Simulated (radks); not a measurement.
Results of a calculation; reference values are marked as such.
Excited configurations of Pt: one electron is placed in a higher orbital outside [Xe] 4f14 5d9. The ground configuration is [Xe] 4f14 5d9 6s1. Level of theory: Dirac Kohn-Sham, LDA (Slater exchange, Perdew-Wang correlation), spin-unpolarised, spherical densities, point nucleus; open shells fill j = l - 1/2 first (a radial shooting solver on a logarithmic mesh with Libxc functionals). Excitation = E - E(ground); binding = E(ion) - E, where the ion is the core of charge +1; n* = 1/sqrt(2 binding) in atomic units, and the quantum defect is n - n*.

outer orbital  excitation (eV)  binding (eV)  quantum defect  <r> (bohr)
5f5/2                    8.622         0.912           1.136       17.52
6p1/2                    4.697         4.836           4.323       4.068
6d3/2                    7.956         1.578           3.063       10.33
6f5/2                    8.905         0.628           1.346       29.71
7s1/2                    6.927         2.607           4.715       8.254
7p1/2                    7.662         1.872           4.304       10.69
7d3/2                    8.555         0.978           3.270       19.64
7f5/2                    9.079         0.454           1.525       44.53

The Delta-SCF ionisation energy is 9.533 eV (NIST Atomic Spectra Database: 8.959 eV, measured). Self-interaction in the functional shifts the binding energies and quantum defects, so they are the method's values and not measured ones. Spin polarisation and multiplet splitting are left out, so open shells lie too high by an amount that depends on their filling.

Beside tabulated values, note that spin-unpolarised runs miss the spin-polarisation part of the exchange energy of open shells.
